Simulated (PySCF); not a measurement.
Compound: C₆H₆F₂O.
Atom-mapped SMILES: `[F:1][CH2:2]/[C:3]([F:4])=[C:5]1/[CH:6]=[CH:7][CH2:8][O:9]1` (hydrogens: H10, H11 on C2; H12 on C6; H13 on C7; H14, H15 on C8)

Level of theory: TDDFT CAM-B3LYP/def2-SVPD, vertical, gas phase, core orbitals frozen in the response in PySCF. One conformer (not necessarily the lowest) at the GFN2-xTB geometry, without solvent, vibrations or thermal averaging. Torsions of this conformer, `[F:1][CH2:2]/[C:3]([F:4])=[C:5]1/[CH:6]=[CH:7][CH2:8][O:9]1`: F1–C2–C3–F4 -93°.

**Question.** Predict the UV-vis stick spectrum at this level.

**Answer.** 

| state | λ (nm) | E (eV) | f | \|μ\| (D) | main configurations (H = HOMO, L = LUMO) |
| --- | --- | --- | --- | --- | --- |
| S1 | 255.2 | 4.86 | 0.387 | 4.58 | H→L (98%) |
| S2 | 206.0 | 6.02 | 0.0035 | 0.39 | H→L+1 (83%), H→L+2 (10%) |
| S3 | 186.7 | 6.64 | 0.0086 | 0.58 | H→L+4 (28%), H→L+3 (17%), H→L+2 (17%) |
| S4 | 182.4 | 6.80 | 0.036 | 1.17 | H→L+2 (65%), H→L+4 (9%), H→L+3 (9%) |
| S5 | 177.8 | 6.97 | 0.145 | 2.35 | H→L+4 (33%), H→L+6 (23%), H-1→L (14%) |
| S6 | 174.9 | 7.09 | 0.018 | 0.81 | H→L+3 (67%), H→L+5 (10%) |
| S7 | 173.5 | 7.15 | 0.044 | 1.28 | H-1→L (80%) |
| S8 | 165.2 | 7.51 | 0.0082 | 0.54 | H→L+6 (41%), H→L+5 (37%), H→L+8 (8%) |

Triplets, Tamm–Dancoff:

```tsv
state	E (eV)	λ (nm)	main configurations (H = HOMO, L = LUMO)
T1	2.90	428.1	H→L (91%)
T2	4.75	260.8	H-1→L (65%), H→L+4 (12%)
T3	5.92	209.5	H→L+1 (77%), H→L+2 (13%)
```

The lowest singlet comes at 255 nm (469 kJ/mol) in the ultraviolet; it is strong; its leading configuration is HOMO→LUMO (98%). The lowest level is also the most intense of those listed (f = 0.387). Löwdin shares by element: HOMO carbon 45% or more, oxygen 13%, fluorine 11% or more (atoms not listed hold the other 30%); LUMO carbon 72% or more (atoms not listed hold the other 28%). Orbital energies (eV): HOMO-3 -11.32, HOMO-2 -11.20, HOMO-1 -10.29, HOMO -7.57, LUMO -0.13, LUMO+1 1.18, LUMO+2 1.76. Weighted by f, the mean energy of these states is 5.72 eV. Of the 8 states listed, 5 reach f = 0.01 and none stays under 0.0005. Singlets were solved by full linear response, triplets in the Tamm–Dancoff approximation.
